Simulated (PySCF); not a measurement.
From one molecule to another.

First species: Protonated hexamethylenetetramine, C₆H₁₃N₄ (charge +1).
Bonds: C1–N2, N2–C3, C3–N4, N4–C5, C5–N6, N6–C7, C7–N8, N8–C9, N8–C10, C1–N6, N2–C9, N4–C10. Hydrogens: H11, H12 on C1; H13, H14 on C3; H15, H16 on C5; H17, H18 on C7; H19 on N8; H20, H21 on C9; H22, H23 on C10.

Second species: C8H9B.
Bonds: B1–C2, C2–C3, C3–C4 (double), C4–C5, C5–C6, C6–C7 (double), C5–C8, C8–C9 (double), C2–C7, C2–C9. Hydrogens: H10, H11 on B1; H12 on C3; H13 on C4; H14 on C5; H15 on C6; H16 on C7; H17 on C8; H18 on C9.

Levels: CAM-B3LYP/def2-SVPD for HOMO energy, LUMO energy, HOMO–LUMO gap and static isotropic polarisability; TDDFT CAM-B3LYP/def2-SVPD for lowest singlet excitation; TDA CAM-B3LYP/def2-SVPD for lowest triplet excitation (Tamm–Dancoff); ΔSCF CAM-B3LYP/def2-SVPD for vertical ionisation energy. Geometries: PBE0-D3(BJ)/def2-SVP. Each species is one conformer at its optimised geometry, gas phase, non-relativistic unless stated; the electronic structure was computed with PySCF and density fitting.

Q: Which has the higher LUMO energy?

A: The second: -0.39 eV against -3.27 eV, a difference of 2.88 eV.

Q: Which of the two has the higher static isotropic polarisability, and by how much?

A: The second: 93.6 au against 83.2 au, a difference of 10.4 au.

Q: Which of the two has the higher T1 energy, and by how much?

A: The first: 6.54 eV against 3.54 eV, a difference of 3.00 eV.

Q: Which has the higher HOMO energy?

A: The second: -7.52 eV against -12.58 eV, a difference of 5.06 eV.

Q: Which has the higher HOMO–LUMO gap?

A: The first: 9.31 eV against 7.13 eV, a difference of 2.18 eV.

Q: Which of the two has the higher vertical ionisation energy, and by how much?

A: The first: 13.26 eV against 8.21 eV, a difference of 5.05 eV.

Q: Which of the two has the higher S1 energy, and by how much?

A: The first: 6.65 eV against 4.33 eV, a difference of 2.32 eV.

On the first: The 10 singlets span 6.65 to 7.95 eV, and their oscillator strengths add up to 0.08. S1 lies 2.66 eV below the HOMO–LUMO gap.

On the second: The vertical singlet–triplet gap S1 − T1 is 0.79 eV (TDDFT singlet less Tamm–Dancoff triplet; S1: HOMO→LUMO, weight 0.98; T1: HOMO→LUMO+1, weight 0.76). The polarisability is 13.87 Å³ as a volume (1 au = 0.148185 Å³), or 1.51 au for each of the 62 electrons.
